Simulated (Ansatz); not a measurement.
Species: InBr$_{2}$ (charge 0, doublet). It need not be the lowest isomer of its formula. SMILES: [Br][In][Br]
Geometry: optimised at B3LYP-D3(BJ)/def2-TZVP (Ansatz, an electronic-structure program).

Wanted: vertical ionisation energy (to the singlet state of charge +1; each state is the SCF solution reached for its spin), in eV. Valence correlation only, unless marked. UHF or UKS for open shells. No spin-orbit coupling. Frozen are the shells of the preceding noble gas and the d and f shells that filled before the atom's block. Past Kr the def2 sets carry scalar-relativistic core potentials. CBS marks a two-point X^-3 extrapolation of the correlation energy; Hartree-Fock from the larger set. The bracket is a focal-point correction in the basis named.

```json
[
 {"level": "HF/def2-TZVPPD", "program": "Ansatz", "vertical ionisation energy (eV)": "8.61"},
 {"level": "PBE0/def2-TZVPD", "program": "Ansatz", "vertical ionisation energy (eV)": "8.90"},
 {"level": "CAM-B3LYP/def2-TZVPD", "program": "Ansatz", "vertical ionisation energy (eV)": "9.06"},
 {"level": "wB97X-V/def2-TZVPD", "program": "Ansatz", "vertical ionisation energy (eV)": "8.96"},
 {"level": "MP2/def2-TZVPPD", "program": "Ansatz", "vertical ionisation energy (eV)": "8.59"},
 {"level": "SCS-MP2/def2-SVPD", "program": "Ansatz", "vertical ionisation energy (eV)": "8.57"}
]
```

Task: Predict the RI-MP2/CBS(def2-TZVPPD,def2-QZVPPD)+[CCSD(T)-MP2]/def2-TZVPPD result (Ansatz).

Result: 8.64 eV
